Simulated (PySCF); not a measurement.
# One molecule, several mistakes: FH4NSi2

All numbers below are calculated, not measured. They come from PySCF 2.14.0, an open-source quantum chemistry program, on an isolated molecule that a program drew, which may never have been made. The molecule is FH4NSi2 (charge 0, singlet), drawn as the SMILES string `F[SiH2]N[SiH]`.

Each row is a Hartree-Fock (HF) and frozen-core CCSD(T) single point in the cc-pV(D+d)Z basis, meant for a local HF minimum. Run 1 is clean. Each other run has one planted mistake out of seven kinds, and not every kind appears here: one electron removed, one electron added, multiplicity raised by two, geometry at a saddle point, minimal basis STO-3G, one bond length entered in bohr, all coordinates scaled. The reference is restricted for singlets and unrestricted otherwise, and also for a bond in bohr. Adding or removing an electron swaps singlet and doublet. Electrons count all cores. HOMO and LUMO are orbital energies over both spins, the gradient is its largest component, and the lowest frequency (negative if imaginary) is given only where the gradient is small. Bond lengths are over the 7 bonds as drawn. T1 is the CCSD diagnostic: over 0.02 (restricted) or 0.045 (unrestricted) a single reference is doubtful.

Geometry of the clean run:
```xyz
8
FH4NSi2, angstrom
F    -0.5859    1.7634    1.7734
Si    0.2885    0.7342    0.8871
N     0.0270   -0.8881    1.4096
Si   -0.9427   -2.1047    0.6415
H    -0.1510    0.8644   -0.5062
H     1.6906    1.1245    1.0935
H     0.4721   -1.1277    2.2809
H    -0.7024   -3.1852    1.6834
```

```
run,electrons,basis functions,<S^2>,HOMO (eV),LUMO (eV),gradient (hartree/bohr),lowest frequency (cm^-1),mean bond (Å),longest bond (Å),T1,HF (hartree),CCSD(T) (hartree),mistake
1,48,94,0.000,-9.08,1.29,1.9e-05,72,1.5055,1.735,0.0145,-734.16830,-734.76104,no fault
2,48,94,0.000,-8.95,1.44,3.0e-02,-,1.4558,1.678,0.0134,-734.15840,-734.74602,all coordinates scaled
3,48,94,2.005,-7.37,0.14,3.7e-02,-,1.5055,1.735,0.0157,-734.11278,-734.67943,multiplicity raised by two
4,49,94,0.773,-0.20,8.56,6.5e-02,-,1.5055,1.735,0.0159,-734.14737,-734.74547,one electron added
5,48,32,0.000,-6.10,6.99,2.2e-02,-,1.5055,1.735,0.0188,-725.32287,-725.50162,?
6,48,94,0.813,-9.50,1.00,2.1e-02,-,1.6336,1.903,0.0478,-734.03615,-734.62729,?
```

**Which mistake was planted in run 5, and what did it cost?**

It has 32 basis functions where the clean run has 94, with the same electrons and geometry. So the mistake is: minimal basis STO-3G. Subtracting run 1 and multiplying by 627.51 kcal/mol a hartree, the energy moved by 5550.6 kcal/mol in HF and 5810.4 kcal/mol in CCSD(T).

**Which mistake was planted in run 6, and what did it cost?**

The mean bond changes by a factor of 1.085 and the longest by 1.097, so the molecule wasn't scaled as a whole. A length L in bohr read as angstrom grows by (1/0.5292 - 1) L = 0.890 L. The 7 bonds together grew by 7 x 0.1281 = 0.897 Å, which gives L = 1.008 Å. That is bond N3-H7, 1.007 Å in the clean geometry. So the mistake is: one bond length entered in bohr. Subtracting run 1 and multiplying by 627.51 kcal/mol a hartree, the energy moved by 82.9 kcal/mol in HF and 83.9 kcal/mol in CCSD(T).

Cautions from the logs. Run 4: the added electron raises the CCSD(T) energy, so it isn't bound in this basis; run 6: T1 is over the limit, so its CCSD(T) energy is less reliable.
